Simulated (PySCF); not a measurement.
**Molecular orbitals of CsN**

ωB97X at R = 2.846 Å; PySCF, scalar-relativistic core potentials, basis sets Cs def2-SVPD with ECP46, N def2-SVPD. State: ³Σ⁻ (triplet), unpaired electrons π ↑↑. Only the outer orbitals are listed, counted within each symmetry, core potentials removing the inner ones.

```json
{"spin": "α", "orbital": "2σ", "occ.": "1", "ε (eV)": "-32.09", "on Cs (%)": "100", "main shells (%)": "100 Cs s"}
{"spin": "α", "orbital": "3σ", "occ.": "1", "ε (eV)": "-19.54", "on Cs (%)": "9", "main shells (%)": "91 N s, 9 Cs p"}
{"spin": "α", "orbital": "1π", "occ.": "1", "ε (eV)": "-17.33", "on Cs (%)": "100", "main shells (%)": "100 Cs p"}
{"spin": "α", "orbital": "1π", "occ.": "1", "ε (eV)": "-17.33", "on Cs (%)": "100", "main shells (%)": "100 Cs p"}
{"spin": "α", "orbital": "4σ", "occ.": "1", "ε (eV)": "-16.73", "on Cs (%)": "91", "main shells (%)": "90 Cs p, 8 N s"}
{"spin": "α", "orbital": "2π", "occ.": "1", "ε (eV)": "-7.44", "on Cs (%)": "5", "main shells (%)": "95 N p"}
{"spin": "α", "orbital": "2π", "occ.": "1", "ε (eV)": "-7.44", "on Cs (%)": "5", "main shells (%)": "95 N p"}
{"spin": "α", "orbital": "5σ", "occ.": "1", "ε (eV)": "-6.13", "on Cs (%)": "11", "main shells (%)": "88 N p"}
{"spin": "α", "orbital": "6σ", "occ.": "0", "ε (eV)": "0.16", "on Cs (%)": "100", "main shells (%)": "69 Cs s, 30 Cs p"}
{"spin": "α", "orbital": "3π", "occ.": "0", "ε (eV)": "0.31", "on Cs (%)": "100", "main shells (%)": "100 Cs p"}
{"spin": "α", "orbital": "3π", "occ.": "0", "ε (eV)": "0.31", "on Cs (%)": "100", "main shells (%)": "100 Cs p"}
{"spin": "β", "orbital": "2σ", "occ.": "1", "ε (eV)": "-32.10", "on Cs (%)": "100", "main shells (%)": "100 Cs s"}
{"spin": "β", "orbital": "1π", "occ.": "1", "ε (eV)": "-17.32", "on Cs (%)": "100", "main shells (%)": "100 Cs p"}
{"spin": "β", "orbital": "1π", "occ.": "1", "ε (eV)": "-17.32", "on Cs (%)": "100", "main shells (%)": "100 Cs p"}
{"spin": "β", "orbital": "3σ", "occ.": "1", "ε (eV)": "-17.32", "on Cs (%)": "84", "main shells (%)": "84 Cs p, 15 N s"}
{"spin": "β", "orbital": "4σ", "occ.": "1", "ε (eV)": "-15.01", "on Cs (%)": "17", "main shells (%)": "83 N s, 15 Cs p"}
{"spin": "β", "orbital": "5σ", "occ.": "1", "ε (eV)": "-4.50", "on Cs (%)": "22", "main shells (%)": "77 N p, 12 Cs s"}
{"spin": "β", "orbital": "6σ", "occ.": "0", "ε (eV)": "0.09", "on Cs (%)": "97", "main shells (%)": "60 Cs s, 37 Cs p"}
{"spin": "β", "orbital": "2π", "occ.": "0", "ε (eV)": "0.35", "on Cs (%)": "100", "main shells (%)": "100 Cs p"}
{"spin": "β", "orbital": "2π", "occ.": "0", "ε (eV)": "0.35", "on Cs (%)": "100", "main shells (%)": "100 Cs p"}
```

Problem. Which are the highest filled and the lowest empty level, where do they sit, and how wide is the gap?

Solution. Highest filled β 5σ at -4.50 eV (in %: 77 N p, 12 Cs s); lowest empty β 6σ at 0.09 eV (in %: 60 Cs s, 37 Cs p); the gap at ωB97X is 4.59 eV. An empty level above zero is unbound, and its energy depends on the basis.

```
bond order (Mayer)                              : 0.73
⟨S²⟩                                            : 2.033
charge on Cs (Mulliken, basis-dependent)        : 0.57
charge on Cs (Löwdin, basis-dependent)          : 0.59
dipole moment (positive dipole means Cs(−)N(+)) : -9.39 D
```

Spin–orbit coupling is left out. The state was picked by a PBE0 search and need not be the measured ground state.
